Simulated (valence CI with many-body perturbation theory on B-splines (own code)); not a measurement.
Values are calculated unless marked as measured or tabulated.
W68+ in three bases

Level of theory: configuration interaction combined with many-body perturbation theory (CI+MBPT): four valence electrons over a frozen Dirac-Fock core [He], radial functions for each j: 9 s, 9 p, 8 d, 6 f, 3 g, 1 h, with the one-electron correlation potential Σ1, the two-electron term Σ2, the three-electron term Σ3, Breit, model QED; selected CI, second order for the rest, scaled by the run's own slope (own B-spline code, finite nucleus).

No measured spectrum was set against this ion. As an estimate, large intervals hold to a few tenths of a per cent, small ones and those within an open d or f shell to about a per cent.

The reference run has the lowest level (2s^2 2p1/2^2) J=0 and an ionisation energy of 18419.3 eV. Its largest variational space holds 20000 state functions.

Levels are named by their leading jj configuration (3d3/2^4 stands for four electrons in 3d with j = 3/2), which in mixed levels can hold well under half, so a name can repeat and another be missing. Letters in brackets count levels of one name in rising energy.

Changed runs:
A. basis 6 s, 6 p, 5 d, 3 f, 1 g
B. basis 5 s, 5 p, 4 d, 2 f

Excitation energies of the reference run in cm⁻¹, and shifts in cm⁻¹:

| Level | Reference | A | B |
| --- | --- | --- | --- |
| (2s^2 2p1/2 2p3/2) J=1 | 11383600 | +98 | -140 |
| (2s^2 2p1/2 2p3/2) J=2 | 11530700 | +258 | +254 |
| (2s 2p1/2^2 2p3/2) J=2 | 13820600 | +36 | -308 |
| (2s 2p1/2^2 2p3/2) J=1 | 14531600 | +114 | +108 |
| (2s^2 2p3/2^2) J=2 | 23109100 | +247 | +24 |
| (2s^2 2p3/2^2) J=0 | 23617100 | +183 | +187 |
| (2s 2p1/2 2p3/2^2) J=2 [a] | 24972400 | +11 | -653 |
| (2s 2p1/2 2p3/2^2) J=3 | 25331600 | +333 | +52 |
| (2s 2p1/2 2p3/2^2) J=0 | 25839800 | +14 | -205 |
| (2s 2p1/2 2p3/2^2) J=1 [a] | 26023400 | +221 | +17 |
| (2s 2p1/2 2p3/2^2) J=2 [b] | 26097100 | +357 | +391 |
| (2s 2p1/2 2p3/2^2) J=1 [b] | 26132900 | +210 | +137 |
| Ionisation energy (eV) | 18419.3 | +0.019 | -0.07 |
